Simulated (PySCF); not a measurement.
A run for PySCF: R-BP86/6-31G* on CH6GeS (SMILES C[S][GeH3]), a point of a torsion scan.

```python
from pyscf import gto, scf, dft, mp
from pyscf.data.elements import chemcore

mol = gto.M(
    atom='''
    C     1.58272408    0.05262924    0.11659652
    S     0.31832416   -0.45147542   -1.11295253
    Ge   -1.52015303    0.05520932   -0.02048881
    H     2.17135823   -0.82263786    0.37077629
    H     2.21613841    0.80375903   -0.34379675
    H     1.11230798    0.45740893    1.00778403
    H    -1.59579799   -0.70316622    1.27791356
    H    -2.68833903   -0.29030242   -0.88372706
    H    -1.54806639    1.52053714    0.32402774
    ''',
    basis='6-31g*',
    cart=True,
    charge=0, spin=0, verbose=3, max_memory=1800)
mf = dft.RKS(mol, xc='b88,p86')
mf.conv_tol = 1e-8
mf.max_cycle = 100
mf.kernel()
if not mf.converged:
    mf = mf.newton().run(mf.mo_coeff, mf.mo_occ)
```

**Question.** Give the final energy of this run.

**Answer.** -2516.9226 hartree.
